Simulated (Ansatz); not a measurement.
One change: `[SiH3]O/C=C\Br` becomes `[SiH3]O/C=C\S`.

Ansatz, PBE0-D4/def2-TZVP geometries, multiplicity 1. Each molecule was computed in one conformer, which needn't be the lowest.

Scalar relativity is left out up to krypton. Spin–orbit coupling is left out; it splits and shifts lone-pair levels of the heavy atoms by tenths of an eV.

```
                             property  `[SiH3]O/C=C\Br`
  LUMO energy (B3LYP/def2-TZVPP) / eV             -0.37
    HOMO energy (PBE/def2-TZVPP) / eV             -5.61
    LUMO energy (PBE/def2-TZVPP) / eV             -1.07
   HOMO energy (PBE0/def2-TZVPP) / eV             -6.75
   LUMO energy (PBE0/def2-TZVPP) / eV             -0.16
HOMO energy (ωB97M-V/def2-TZVPP) / eV             -8.92
```

Task: Give the same properties after the change, and the shifts. (Best estimate.)

Result: Ansatz gave: 
```json
{"property": "LUMO energy (B3LYP/def2-TZVPP) / eV", "`[SiH3]O/C=C\\S`": "-0.27", "shift": "0.10"}
{"property": "HOMO energy (PBE/def2-TZVPP) / eV", "`[SiH3]O/C=C\\S`": "-4.96", "shift": "0.65"}
{"property": "LUMO energy (PBE/def2-TZVPP) / eV", "`[SiH3]O/C=C\\S`": "-0.94", "shift": "0.13"}
{"property": "HOMO energy (PBE0/def2-TZVPP) / eV", "`[SiH3]O/C=C\\S`": "-6.04", "shift": "0.71"}
{"property": "LUMO energy (PBE0/def2-TZVPP) / eV", "`[SiH3]O/C=C\\S`": "-0.06", "shift": "0.10"}
{"property": "HOMO energy (ωB97M-V/def2-TZVPP) / eV", "`[SiH3]O/C=C\\S`": "-8.16", "shift": "0.76"}
```

With PBE0 the HOMO rises by 0.71 eV and the LUMO rises by 0.10 eV, so the gap narrows by about 0.61 eV. PBE moves the HOMO by 0.65 eV and ωB97M-V by 0.76 eV.

B3LYP here is the variant with VWN-RPA as its local correlation; programs differ in this.
